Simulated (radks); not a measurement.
The numbers below are computed, except where a source is named.
Spherical jellium clusters: N electrons in a uniform positive sphere of charge N and radius rs N^(1/3), rs = 4.08 bohr. Level of theory: non-relativistic Kohn-Sham, LDA (Slater exchange, Perdew-Wang correlation), spin-polarised, spherical densities (a radial shooting solver with Libxc functionals). Levels are named by radial order and angular momentum (1s, 1p, 1d, 2s, ...), and open shells are averaged over m.

N = 34, configuration 1s2 1p6 1d10 2s2 1f14. This is the lowest configuration that the search found. Occupied and some empty levels:

level  occupation  eigenvalue (eV)  <r> (bohr)
1s              2          -5.2229       7.292
1p              6          -4.5655       9.135
1d             10          -3.8202       10.22
2s              2          -3.6619       8.297
1f             14          -2.9640       11.02
2p              0          -2.5573       9.243
1g              0          -2.0040       11.73
2d              0          -1.4475       10.86

Energy (eV): total -65.2307, kinetic 57.398, external -2831.8, Hartree 1405.5, exchange-correlation -124.18, background 1427.9. Static polarisability (adiabatic kernel): 2901 bohr^3, against R^3 = 2309 for a classical metal sphere.
